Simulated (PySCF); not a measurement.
PySCF job for C4H7O2, SMILES [CH]1COCCO1, multiplicity 2, B3LYP/pcH-1. Geometry: B3LYP-D3(BJ)/def2-SVP. The isomer is the one that the SMILES or the coordinates give; other isomers of the formula were not compared. One conformer was computed; it need not be the lowest.

```python
import numpy as np
from pyscf import gto, scf, dft
from pyscf.prop.hfc import uks as hfc

mol = gto.M(
    atom='''
    C     0.58313362    1.27206253    0.10401475
    C     1.40059557    0.04736289   -0.17097810
    O     0.63300290   -0.99451318   -0.74799783
    C    -0.52437727   -1.24326827    0.01867172
    C    -1.39094304    0.00469788    0.08392547
    O    -0.66322154    1.10492800    0.62745267
    H     1.06763216    2.18661188    0.45863761
    H     1.86597862   -0.32965558    0.77485026
    H     2.22365386    0.28218382   -0.86358619
    H    -1.07410882   -2.06637743   -0.46312522
    H    -0.25100747   -1.56205647    1.04692237
    H    -1.73301694    0.26673208   -0.93384008
    H    -2.26783561   -0.14588687    0.73069953
    ''',
    basis='pcH-1',
    charge=0,
    spin=1,
    max_memory=1600,
    verbose=3,
)
mf = dft.UKS(mol, xc='b3lyp').density_fit(auxbasis='def2-universal-jkfit')
mf.grids.level = 3
mf.conv_tol = 1e-10
mf.max_cycle = 100
mf.kernel()
fine, coarse = mf.grids, dft.Grids(mol).set(level=1).build(with_non0tab=True)
for _ in range(3):  # follow internal instabilities
    mf.grids = coarse
    mo, _, stable, _ = mf.stability(return_status=True, nroots=4)
    mf.grids = fine
    if stable:
        break
    mf.kernel(mf.make_rdm1(mo, mf.mo_occ))
A = hfc.HFC(mf).make_fcdip(mf.make_rdm1())  # Fermi contact and dipolar terms, MHz
print('atom   A(iso)/MHz   principal dipolar parts/MHz')
for i, a in enumerate(A):
    w = np.linalg.eigvalsh((a + a.T) / 2)
    print(f'{mol.atom_symbol(i):2s}{i + 1:3d} {w.mean():12.2f}', (w - w.mean()).round(2))
```

Program output:

```

WARN: HOMO -0.158883704374087 >= LUMO -0.158883704374087

converged SCF energy = -307.018752120786  <S^2> = 0.75326093  2S+1 = 2.0032583
<class 'pyscf.df.df_jk.DFUKS'> wavefunction is stable in the internal stability analysis
atom   A(iso)/MHz   principal dipolar parts/MHz
C   1       166.68 [-74.33 -72.54 146.87]
C   2       -17.55 [-4.1  -2.46  6.56]
O   3        -8.23 [-2.37  0.82  1.55]
C   4         7.22 [-0.99 -0.36  1.35]
C   5         6.97 [-2.17 -1.    3.17]
O   6       -18.21 [-63.01  30.21  32.8 ]
H   7       -43.73 [-32.31  -3.42  35.73]
H   8       116.60 [-5.29 -1.84  7.13]
H   9        27.73 [-6.44 -4.23 10.67]
H  10        -0.83 [-1.41 -1.3   2.71]
H  11        -0.59 [-2.45 -1.51  3.96]
H  12        10.06 [-4.56 -3.1   7.66]
H  13        -2.26 [-3.2  -2.64  5.85]
```

The calculation finished and met its thresholds.
